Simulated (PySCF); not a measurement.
## Stretching MgGe

Set-up: PySCF, no relativity, basis sets Mg pcseg-1, Ge pcseg-1. Energies in eV from Mg + Ge in their ground configurations at the same level. State: ³Σ⁻ (triplet), unpaired electrons π ↑↑.

All columns are PBE0. A positive dipole means Mg(−)Ge(+).

```csv
R (Å),E (eV),μ (D),Mulliken charge on Mg (basis-dependent),HOMO (eV),LUMO (eV),Mayer bond order,⟨S²⟩
2.262,-0.533,-3.73,0.53,-5.21,-2.38,1.28,2.12
2.367,-0.763,-3.84,0.50,-5.09,-2.46,1.21,2.13
2.472,-0.887,-3.92,0.47,-5.00,-2.53,1.14,2.13
2.551,-0.929,-3.97,0.45,-4.94,-2.58,1.08,2.13
2.630,-0.940,-4.01,0.44,-4.89,-2.63,1.02,2.13
2.709,-0.929,-4.04,0.42,-4.85,-2.68,0.96,2.13
2.814,-0.888,-4.04,0.39,-4.81,-2.74,0.89,2.12
2.946,-0.813,-4.01,0.36,-4.77,-2.80,0.79,2.11
3.103,-0.708,-3.90,0.32,-4.76,-2.87,0.69,2.09
3.314,-0.565,-3.66,0.27,-4.78,-2.93,0.56,2.06
```

A fit through these points gives, at Re = 2.625 Å, μ = -4.01 D and dμ/dR = -0.406 D/Å; the reduced mass is 18.11 u.

Question: How strong is the fundamental in the double-harmonic approximation, I = 42.26·(dμ/dR)²/μred km/mol?

Answer: I = 42.26·(-0.406)²/18.11 = 0.385 km/mol at PBE0.

Spin–orbit coupling is left out. The state was picked by a PBE0 search and need not be the measured ground state.
